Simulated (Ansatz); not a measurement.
Reaction (SMILES): [CH2]B(C)N -> [CH2-]B(C)N (an electron is taken up)
Each molecule is optimised on its own at B3LYP-D3(BJ)/def2-TZVP (Ansatz, a program for electronic structure), one conformer each, not searched for the lowest.

Property: adiabatic electron affinity (electronic energy difference), positive where the reaction releases energy, in eV. Valence correlation only, unless marked. UHF or UKS for open shells. No spin-orbit coupling. Non-relativistic. Anions need diffuse functions: aug- sets have them; def2-D sets add few; the other sets have none. CBS(X,Y): correlation extrapolated as X^-3; Hartree-Fock from the larger set. [CCSD(T)-MP2]/basis is that difference in the basis named.

```json
[
 {"level": "PBE0/def2-TZVPD", "program": "Ansatz", "adiabatic electron affinity (eV)": "0.68"}
]
```

### Question
Predict the RI-MP2/CBS(aug-cc-pVTZ,aug-cc-pVQZ)+[CCSD(T)-MP2]/aug-cc-pVDZ result (Ansatz).

### Answer
0.95 eV
